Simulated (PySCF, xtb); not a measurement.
2-pyridin-2-yl-1,3-thiazole (C₈H₆N₂S), SMILES c1ccc(-c2nccs2)nc1.

GFN2-xTB (xtb 6.7.1) at its own geometry gives an orbital gap of 2.26 eV and a dipole moment of 2.28 D.

Geometry optimised at PBE0-D3(BJ)/def2-SVP. One conformer was computed; it need not be the lowest.

Problem. What does PBE/def2-SVP (PySCF) give? (An estimate is asked for; the answer gives what the named calculation found.)

Solution. gap 3.23 eV (levels -5.66 and -2.44 eV), dipole 2.63 D.
